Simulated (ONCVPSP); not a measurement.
## Potentials for scandium compared

Generated with ld1.x 7.5 (TM, RRKJ, ultrasoft, PAW), atompaw 4.2 or ONCVPSP 4.0.1. The cutoff is in Ry: for ld1.x and atompaw files where the sum of valence levels is converged to 10 mRy in a Bessel basis, for ONCV files where the hardest occupied wave has 1 mHa per electron of residual kinetic energy. The error is the largest all-electron minus pseudo excitation energy over each file’s own four to seven test configurations (ionisations up to +4, promotions, holes and added fractions of an electron), all of which were solved. The labels leave out finer settings (local radius, basis sizes, second energies), which also bear on the numbers. Spin-polarised tests are not counted. The rows are a selection from randomly drawn settings: files with unsolved tests, undetermined cutoffs or missed reference levels are left out.

A true bound ghost makes a file unfit for plane-wave use even where its test errors are small: the radial tests pick states by their node count and pass the ghost by.

| potential | cutoff (Ry) | largest error (meV) | bound ghosts |
| --- | --- | --- | --- |
| ONCV, LDA (Perdew-Wang 92), scalar-relativistic, rc 1.65/1.45/1.65 (spd), local smoothed, core correction no, reference 3s2 3p6 3d1 4s1.5, qcut 7.1/11.9/10.9, projectors 2/3/2 | 73 | +8.8 | none |
| ONCV, PBE, scalar-relativistic, rc 1.90/1.75/1.50 (spd), local smoothed, core correction yes, reference 3s2 3p6 3d1 4s1.75 4p0.25, qcut 6.2/8.5/8.7, projectors 2/2/3 | 64 | -2.8 | none |
| ONCV, PBE, scalar-relativistic, rc 1.85/1.80/2.60 (spd), local smoothed, core correction yes, reference 3s2 3p6 3d1 4s1 4p1, qcut 7.7/8.7/5.3, projectors 2/2/2 | 37 | -8.0 | none |
| ONCV, LDA (Perdew-Zunger), scalar-relativistic, rc 2.10/1.85/1.70 (spd), local smoothed, core correction no, reference 3s2 3p6 3d1 4s1, qcut 6.2/7.7/11.2, projectors 3/2/2 | 72 | +37 | none |
| ONCV, PBE, scalar-relativistic, rc 3.00/2.35/2.25 (spd), local smoothed, core correction yes, reference 3d1.5 4s1.5, qcut 1.9/3.5/7.1, projectors 2/3/2 | 36 | -45 | p |

**Question.** Fill in the row for Sc: ONCV, LDA (Perdew-Wang 92), scalar-relativistic, rc 2.00/1.75/2.60 (spd), local smoothed, core correction yes, reference 3s2 3p6 3d1 4s2, qcut 5.1/8.4/5.8, projectors 3/1/2.

**Answer.** cutoff 37 Ry, largest error +343 meV, bound ghosts: none.

**Question.** Fill in the row for Sc: ONCV, LDA (Perdew-Wang 92), fully relativistic, rc 1.65/1.45/1.70 (spd), local smoothed, core correction no, reference 3s2 3p6 3d1 4s1, qcut 8.3/9.9/9.9, projectors 2/2/2.

**Answer.** cutoff 69 Ry, largest error +37 meV, bound ghosts: none.
